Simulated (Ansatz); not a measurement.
Saddle point of Si2H8SO, closed shell (Si₂H₆SO ([SiH3][O][SiH2][SH]) + H₂ → Si₂H₆O ([SiH3][O][SiH3]) + H₂S; bonds formed: Si1–H8, S2–H7; bonds broken: Si1–S2, H7–H8), PBE0-D4/def2-TZVP structure:

Si1  (0.274, 0.862, 0.919)
S2  (0.555, -1.687, 0.814)
O3  (-0.249, 0.879, -0.631)
Si4  (-1.091, -0.106, -1.653)
H5  (0.944, 2.188, 0.921)
H6  (-0.787, 0.708, 1.934)
H7  (1.291, -0.493, 1.692)
H8  (1.512, 0.439, 1.988)
H9  (1.578, -1.662, -0.058)
H10  (-0.188, -1.121, -2.249)
H11  (-2.214, -0.775, -0.951)
H12  (-1.625, 0.769, -2.725)
(Å)

Energies are electronic, without zero-point energy. Barriers and step energies count from the start structure reached by relaxing down the imaginary mode; all methods use the PBE0-D4 structures, on which another method's saddle can fall below an end. Computed with Ansatz 0.2.0 (basis: def2-TZVPP, with def2-QZVPP for the basis limit); correlated methods freeze the cores. B3LYP uses VWN-RPA correlation. Extrapolation: Hartree–Fock as exp(−7.88 √X), correlation as X^−2.97.

```json
{"method": "SPW92", "barrier (kJ/mol)": "158.0", "step energy (kJ/mol)": "40.2"}
{"method": "PBE-D4", "barrier (kJ/mol)": "193.2", "step energy (kJ/mol)": "46.7"}
{"method": "BLYP-D4", "barrier (kJ/mol)": "?", "step energy (kJ/mol)": "41.8"}
{"method": "r2SCAN-D4", "barrier (kJ/mol)": "?", "step energy (kJ/mol)": "46.4"}
{"method": "B97M-V", "barrier (kJ/mol)": "220.4", "step energy (kJ/mol)": "39.1"}
{"method": "PBE0-D4", "barrier (kJ/mol)": "?", "step energy (kJ/mol)": "43.3"}
{"method": "B3LYP-D4", "barrier (kJ/mol)": "228.7", "step energy (kJ/mol)": "38.6"}
{"method": "r2SCAN0-D4", "barrier (kJ/mol)": "223.9", "step energy (kJ/mol)": "43.4"}
{"method": "BHLYP-D4", "barrier (kJ/mol)": "251.9", "step energy (kJ/mol)": "34.1"}
{"method": "CAM-B3LYP-D4", "barrier (kJ/mol)": "238.2", "step energy (kJ/mol)": "33.9"}
{"method": "wB97X-V", "barrier (kJ/mol)": "240.6", "step energy (kJ/mol)": "38.3"}
{"method": "wB97M-V", "barrier (kJ/mol)": "233.9", "step energy (kJ/mol)": "39.6"}
{"method": "B2PLYP", "barrier (kJ/mol)": "239.7", "step energy (kJ/mol)": "40.2"}
{"method": "PBE-QIDH", "barrier (kJ/mol)": "232.6", "step energy (kJ/mol)": "43.7"}
{"method": "RPA on PBE", "barrier (kJ/mol)": "240.9", "step energy (kJ/mol)": "33.7"}
{"method": "HF", "barrier (kJ/mol)": "310.7", "step energy (kJ/mol)": "26.3"}
{"method": "MP2", "barrier (kJ/mol)": "241.2", "step energy (kJ/mol)": "46.4"}
{"method": "CCSD", "barrier (kJ/mol)": "253.5", "step energy (kJ/mol)": "34.3"}
{"method": "CCSD(T)", "barrier (kJ/mol)": "242.1", "step energy (kJ/mol)": "38.4"}
```

Q: Fill in the withheld barriers. (An estimate is asked for; the value comes from the calculation.)

A: Computed: BLYP-D4 214.6; PBE0-D4 213.0; r2SCAN-D4 210.8 kJ/mol. Each is the energy of the saddle less that of the start structure, by the same method.

For comparison, the barrier by CCSD(T) at an estimated basis limit (MP2 extrapolated from triple and quadruple zeta, plus CCSD(T) − MP2 in triple zeta) is 239.4 kJ/mol.

No T1 diagnostic of these runs exceeds 0.014.

Labels in which every atom is bracketed show which atoms are joined, not bond orders.

For scale, one of the runs: CCSD(T)/def2-TZVPP, 269 basis functions, launched by `ansatz run in.yaml --threads 4 --pin off --events-out ev --progress --plain --max-ram 9574MiB`. Time: 2.2 min of wall clock on 4 CPU threads of an Arm Neoverse V2; the host was shared. Peak host memory: 6.3 GiB.
